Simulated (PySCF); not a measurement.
Multinuclear NMR of C$_{7}$H$_{7}$NO$_{2}$

Structure with atom numbers: `[CH3:1][O:2][C:3](=[O:4])[c:5]1[cH:6][cH:7][n:8][cH:9][cH:10]1`. Hydrogens are named by the atom that carries them.

Theory: coordinates at the GFN2-xTB level, shielding tensors at PBE0/pcSseg-1 (GIAO), in PySCF 2.14.0 with density-fitted response routines (single conformer, fast rotation and ring inversion assumed for equivalent nuclei, no relativistic terms, no solvent).

Task: Where does $^{15}$N resonate?

Result: 
| atoms | environment | σ (ppm) | δ (ppm) |
| --- | --- | --- | --- |
| N8 | pyridine-type ring nitrogen | -110.0 | -46.7 |

Shieldings were converted by a linear fit to measured shifts: $^{15}$N (scatter 6.3 ppm rms vs CH3NO2, solution or neat liquid). A few per cent of atoms miss by over 2 rms, more outside the fitted compound classes.

On a 600 MHz spectrometer $^{15}$N resonates near 60.8 MHz, so 1 ppm is 60.8 Hz.

Task: What are the $^{17}$O shifts?

Result: 
```tsv
atoms	environment	σ (ppm)	δ (ppm)
O4	ester carbonyl oxygen	-90.9	349.5
O2	ester alkoxy oxygen	153.5	126.9
```

Shieldings were converted by a linear fit to measured shifts: $^{17}$O (scatter 10.7 ppm rms, 12.2 ppm with the 3 outliers that the fit left out vs liquid water, solution or neat liquid). A few per cent of atoms miss by over 2 rms, more outside the fitted compound classes.

On a 600 MHz spectrometer $^{17}$O resonates near 81.3 MHz, so 1 ppm is 81.3 Hz.
